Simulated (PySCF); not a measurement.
SMILES CN(C)[Si](C)C, doublet, GFN2-xTB optimised geometry.

```
18

C     -2.15    -1.25     2.00
N     -0.82    -1.43     1.49
C     -0.21    -2.64     1.98
Si    -0.31    -0.70     0.00
C     -0.95     1.10     0.00
C      1.60    -0.70     0.00
H     -2.82    -2.08     1.69
H     -2.14    -1.23     3.09
H     -2.57    -0.32     1.63
H      0.80    -2.73     1.60
H     -0.78    -3.53     1.67
H     -0.18    -2.62     3.07
H     -0.45     1.68    -0.77
H     -2.02     1.16    -0.21
H     -0.77     1.58     0.96
H      2.02    -1.68    -0.21
H      1.97    -0.02    -0.76
H      1.99    -0.37     0.96
```

Density from unrestricted PBE0/def2-SVP (PySCF) at that geometry.

Minimum of the electron density along straight lines between bonded atoms, close to the bond critical point (lines longer than 1.1 times the sum of covalent radii, or with two minima, are not listed):

| bond | length / Å | ρ at the minimum / e bohr⁻³ | ∇²ρ there / e bohr⁻⁵ | position (fraction from the first atom) |
|---|---|---|---|---|
| C1–N2 | 1.438 | 0.275 | -0.80 | 0.39 |
| N2–C3 | 1.438 | 0.275 | -0.80 | 0.61 |
| N2–Si4 | 1.740 | [?] | 0.70 | 0.60 |
| Si4–C5 | 1.909 | 0.109 | 0.30 | 0.38 |
| Si4–C6 | 1.909 | 0.109 | 0.30 | 0.38 |
| C1–H7 | 1.098 | 0.274 | -1.00 | 0.63 |
| C1–H8 | 1.095 | 0.276 | -1.01 | 0.63 |
| C1–H9 | 1.085 | 0.282 | -1.07 | 0.63 |
| C3–H10 | 1.086 | 0.282 | -1.07 | 0.63 |
| C3–H11 | 1.098 | 0.275 | -1.00 | 0.63 |
| C3–H12 | 1.095 | 0.276 | -1.01 | 0.63 |
| C5–H13 | 1.085 | 0.272 | -0.97 | 0.62 |
| C5–H14 | 1.085 | 0.272 | -0.97 | 0.62 |
| C6–H16 | 1.085 | 0.272 | -0.97 | 0.62 |
| C6–H17 | 1.085 | 0.272 | -0.97 | 0.62 |

Task: Complete the blanks.

Result: 
- N2–Si4, ρ at the minimum / e bohr⁻³: 0.118
